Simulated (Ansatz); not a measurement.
A structure relaxed at PBE-D4/def2-SVP in Ansatz, charge 0, singlet:

```
atom   x (Å)   y (Å)   z (Å)
  C1   5.987   4.416  -3.645
  N2   4.967   5.013  -2.804
  C3   4.953   6.445  -2.581
  C4   4.010   4.220  -2.213
  C5   2.989   4.750  -1.378
  C6   2.046   3.895  -0.812
  C7   2.101   2.505  -1.066
  C8   1.130   1.544  -0.504
  C9   0.071   1.906   0.356
 C10  -0.805   0.931   0.835
 C11  -0.621  -0.416   0.450
 C12  -1.510  -1.509   0.904
 C13  -1.324  -2.822   0.420
 C14  -2.170  -3.845   0.844
 C15  -3.208  -3.553   1.758
 C16  -4.155  -4.582   2.249
 C17  -4.134  -5.927   1.824
 C18  -5.066  -6.830   2.339
 C19  -6.008  -6.357   3.278
 C20  -6.985  -7.265   3.831
 N21  -7.769  -8.024   4.261
 N22  -6.050  -5.075   3.703
 C23  -5.151  -4.229   3.198
 N24  -3.385  -2.300   2.234
 C25  -2.571  -1.328   1.825
 N26   0.392  -0.772  -0.374
 C27   1.224   0.165  -0.825
 N28   3.073   1.999  -1.860
 C29   3.977   2.802  -2.405
 H30   6.659   5.208  -4.022
 H31   5.551   3.893  -4.526
 H32   6.609   3.678  -3.091
 H33   4.008   6.915  -2.938
 H34   5.790   6.911  -3.132
 H35   5.069   6.703  -1.504
 H36   2.930   5.827  -1.174
 H37   1.262   4.321  -0.170
 H38  -0.079   2.953   0.658
 H39  -1.630   1.222   1.499
 H40  -0.502  -2.999  -0.289
 H41  -2.019  -4.865   0.463
 H42  -3.396  -6.278   1.088
 H43  -5.076  -7.885   2.027
 H44  -5.187  -3.183   3.544
 H45  -2.769  -0.332   2.259
 H46   2.040  -0.156  -1.493
 H47   4.734   2.312  -3.040
```

Task: Give its formula, name or SMILES.

Result: `CN(C)c1ccc(-c2ccc(-c3ccc(-c4ccc(C#N)nc4)nc3)nc2)nc1`.

Task: Summarise the bond lengths by kind (pairs closer than 1.2 times the sum of covalent radii, bridged metal pairs left out).

Result: 20 × C–C 1.39 to 1.48 Å; 12 × C–N 1.17 to 1.45 Å; 18 × C–H 1.10 to 1.11 Å.

Single mean-field runs in def2-SVP are fitted with def2-universal-jkfit.
